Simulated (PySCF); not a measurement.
1,2-dihydrosiline (C₅H₈Si), SMILES C1=CC[SiH2]C=C1.

Geometry optimised at B3LYP-D3(BJ)/def2-SVP. Other conformers were not sampled.

Level of theory: B3LYP-D3(BJ)/def2-SVP in PySCF.

Frequencies are harmonic and unscaled.

```
mode  ν (cm⁻¹)  IR (km/mol)  moving atoms (share of kinetic energy)
----  --------  -----------  --------------------------------------
1           77          0.7                 H 47 %, C 42 %, Si 11 %
2          259          0.1                          C 56 %, H 42 %
3          355          2.1                 C 50 %, Si 29 %, H 21 %
4          429          0.3                          H 54 %, C 43 %
5          469          6.5                 C 75 %, Si 13 %, H 12 %
6          518          7.7                 H 69 %, C 19 %, Si 13 %
7          632         41.4                          H 70 %, C 24 %
8          651          8.7                 C 49 %, H 37 %, Si 14 %
9          679         13.2                 H 45 %, C 40 %, Si 15 %
10         714         56.3                  H 61 %, C 30 %, Si 9 %
11         794          2.9                          H 68 %, C 31 %
12         831         24.7                          H 60 %, C 32 %
13         853         44.0                  H 55 %, C 35 %, Si 9 %
14         885         53.3                          C 68 %, H 26 %
15         908         28.7                          C 62 %, H 36 %
16         972        120.4                                  H 95 %
17         996          2.6                          H 59 %, C 41 %
18        1005          1.8                          H 76 %, C 24 %
19        1032          0.0                          H 75 %, C 25 %
20        1144         14.6                          H 86 %, C 14 %
21        1174          0.8                          H 86 %, C 14 %
22        1196          4.0                          H 81 %, C 19 %
23        1275          7.2                          H 69 %, C 31 %
24        1367          7.3                          H 71 %, C 28 %
25        1402          9.3                           H 92 %, C 8 %
26        1426          0.7                          H 59 %, C 41 %
27        1628         18.8                                  C 96 %
28        1698         16.6                          C 90 %, H 10 %
29        2186        146.1                                  H 96 %
30        2211        140.4                                  H 97 %
31        3000          7.9                                  H 94 %
32        3071          6.2                           H 92 %, C 8 %
33        3124         15.5                                  H 92 %
34        3140          8.9                                  H 92 %
35        3159         13.5                           H 92 %, C 8 %
36        3171         26.8                           H 91 %, C 9 %
```
